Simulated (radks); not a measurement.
Dipole-allowed excitations along the series with 47 electrons in [Kr] 4d10 5s1. Calculated with a radial shooting solver on a logarithmic mesh with Libxc functionals: scalar-relativistic Kohn-Sham, LDA (Slater exchange, VWN5 correlation), spin-polarised, spherical densities, finite nucleus; open shells are filled with parallel spins first (spin-orbit coupling, left out, can overturn this in heavy ions); Fermi nuclear charge, rms radius of each element as measured or else 0.836 A^(1/3) + 0.57 fm. Time-dependent linear response with the Hartree and adiabatic LDA kernel, continuum included through the Sternheimer equations, no spin-orbit coupling, so fine structure and intercombination lines are absent. Lines are the poles of the dipole polarisability below minus the highest occupied eigenvalue, found on a grid refined at the orbital gaps; the lowest seven at most are given, and weak or close lines can be missed. The first line takes the name of the lowest orbital gap if no other gap lies below it; otherwise a line is named after a gap within 0.6 % of it, if that gap stands alone.

\begin{tabular}{lrrrrrrr}
species & -e(HOMO) (eV) & lowest orbital gap (eV) & first line (eV) & f & strongest line (eV) & its f & static alpha (bohr^3) \\ \hline
Sb4+ & 50.849 & 5s-5p 10.998 & 11.635 (5s-5p) & 0.770 & 37.960 (unassigned) & 0.847 & 6.193 \\
Te5+ & 66.198 & 5s-5p 12.680 & 13.400 (5s-5p) & 0.772 & 47.419 (unassigned) & 0.872 & 4.672 \\
I6+ & 82.934 & 5s-5p 14.378 & 15.176 (5s-5p) & 0.771 & 57.552 (unassigned) & 0.889 & 3.640 \\
\end{tabular}
